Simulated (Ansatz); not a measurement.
Computed with Ansatz on PBE0-D4/def2-TZVP structures; ΔE is electronic, products minus reactants. CCSD(T)/CBS is the MP2 limit (def2-TZVPP, def2-QZVPP) plus CCSD(T) − MP2 in def2-TZVPP, frozen cores. Functionals use def2-TZVPP. Each species was taken in one conformer, which may not be the lowest.

`CB(S)CF` + `N[SiH2]S[SiH3]` → `CB([SiH3])CF` + `N[SiH2]SS`  (redistribution)

`CB(S)CF`:

```xyz
11

C     0.324    0.900   -1.217
B    -0.333    0.169   -0.010
S    -2.015    0.581    0.449
C     0.442   -0.923    0.819
F     1.729   -1.148    0.345
H     0.646    0.160   -1.958
H    -0.309    1.638   -1.710
H     1.247    1.390   -0.886
H    -2.161   -0.258    1.492
H    -0.092   -1.882    0.803
H     0.523   -0.626    1.873
```

`N[SiH2]S[SiH3]`:

```xyz
11

N     0.783   -2.359    0.178
Si    0.788   -0.665   -0.027
S    -0.903    0.079   -1.133
Si   -1.113    1.927   -0.092
H     0.027   -2.817    0.662
H     1.164   -2.948   -0.545
H     2.035   -0.329   -0.754
H     0.747    0.011    1.296
H    -1.565    1.707    1.306
H    -2.130    2.715   -0.830
H     0.169    2.679   -0.061
```

`CB([SiH3])CF`:

Z-matrix (Å, degrees):
```
C
B 1 1.560
H 1 1.093 2 115.5
H 1 1.097 2 109.6 3 -122.9
H 1 1.097 2 109.8 3 123.2
Si 2 2.026 1 122.6 3 -179.5
C 2 1.558 1 118.2 3 0.5
H 6 1.490 2 110.2 1 119.7
H 6 1.490 2 110.4 1 -121.1
H 6 1.491 2 112.2 1 -0.6
F 7 1.390 2 115.7 1 179.9
H 7 1.101 2 109.6 1 57.6
H 7 1.101 2 109.6 1 -57.9
```

`N[SiH2]SS`:

```xyz
9

N    -0.650   -1.181   -0.485
Si   -0.190   -0.333    0.922
S     0.055    1.802    0.732
S     1.598    1.755   -0.638
H    -1.556   -1.041   -0.903
H     0.045   -1.410   -1.177
H     1.105   -0.896    1.367
H    -1.262   -0.455    1.942
H     0.855    1.759   -1.760
```

```json
{"species": "`CB(S)CF`", "ωB97X-V energy (Eh)": "-602.71734"}
{"species": "`N[SiH2]S[SiH3]`", "ωB97X-V energy (Eh)": "-1036.10639"}
{"species": "`CB([SiH3])CF`", "ωB97X-V energy (Eh)": "-495.17435"}
{"species": "`N[SiH2]SS`", "ωB97X-V energy (Eh)": "-1143.57169"}
```

(1) Work out ΔE.

Largest T1 diagnostic among the species: 0.012.

## Answers

(1) ΔE = (-495.17435) + (-1143.57169) − (-602.71734) − (-1036.10639) = 0.07769 Eh = +2.11 eV. CCSD(T)/CBS gives +2.16 eV.

From PBE to PBE0 (25 % exact exchange), in def2-TZVPP and without D4, ΔE moves by +0.09 eV.
